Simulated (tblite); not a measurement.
C₅H₆N₂S.
Cartesian coordinates in Å at the GFN2-xTB level; atoms count from 1:
```
atom  x, y, z in Å
C1    -3.2192    0.0956   -0.1378
C2    -2.1442   -0.3512    0.5035
C3    -0.8033   -0.0981    0.0461
N4    -0.4757    0.5706   -1.0074
N5     0.8232    0.6635   -1.2145
C6     1.5513    0.0739   -0.3346
C7     3.0284    0.0367   -0.3481
S8     0.6029   -0.7064    0.9224
H9    -4.2131   -0.1053    0.2220
H10   -3.1200    0.6740   -1.0397
H11   -2.2268   -0.9333    1.4108
H12    3.4264    0.4902    0.5590
H13    3.3802   -0.9933   -0.3932
H14    3.3891    0.5826   -1.2157
```

Computed values, GFN2-xTB/tblite, gas phase, harmonic and unscaled. The method is semi-empirical: single wavenumbers can be off by several per cent or more. One conformer, not necessarily the lowest.

Harmonic wavenumbers (cm⁻¹): 73.6, 93.9, 151.8, 167.2, 293.5, 306.1, 385.6, 484.9, 519.6, 597.6, 625.5, 691.2, 705.6, 785.6, 896.0, 993.4, 1006.8, 1022.3, 1023.9, 1100.0, 1156.0, 1228.1, 1291.6, 1377.9, 1387.7, 1449.4, 1449.9, 1511.9, 1544.6, 1652.6, 3006.0, 3018.3, 3055.4, 3075.1, 3114.6, 3151.1.

A = 4926, B = 1201, C = 971.6 MHz; mass 126.025 u (most abundant isotopes); point group Cs, symmetry number 1.

Task: Zero-point energy?

Result: ½Σν̃ = 22197 cm⁻¹ = 265.54 kJ/mol.

Task: Entropy at 500 K, 1 bar (ideal gas, RRHO, classical rotation)?

Result: Translation 179.92, rotation 125.34, vibration 148.78: S = 454.0 J/(mol K).

Task: And Cp and H(500 K) − H(0)?

Result: Cp = 185.36 J/(mol K), of which vibrations give 152.10 (their classical limit is 36 R = 299.3); H(500 K) − H(0) = 55.89 kJ/mol without the zero-point energy, 39.26 from vibrations.

Task: Blend soft modes into free rotors: weight 1/[1 + (100 cm⁻¹/ν̃)⁴] for the oscillator and the rest for a rotor with moment μB/(μ + B), μ = h/(8π²ν), B = 10⁻⁴⁴ kg m². What vibrational entropy results?

Result: 140.77 J/(mol K) in place of 148.78, which changes −T·S at 500 K by +4.01 kJ/mol.

Task: Which modes carry the vibrational entropy at 500 K?

Result: 73.6 cm⁻¹: 21.24; 93.9 cm⁻¹: 19.22; 151.8 cm⁻¹: 15.27; 167.2 cm⁻¹: 14.48; 293.5 cm⁻¹: 9.96; 306.1 cm⁻¹: 9.63 J/(mol K); the other 30 give 58.99 together.

Task: What must be added to the electronic energy to get the Gibbs energy at 500 K and 1 bar?

Result: ZPE + [H(500 K) − H(0)] − T·S = 265.54 + 55.89 − 227.02 = 94.41 kJ/mol.

Hindered rotation and anharmonicity are outside this model. Other conformers, if any are populated, would add a mixing term that is left out.
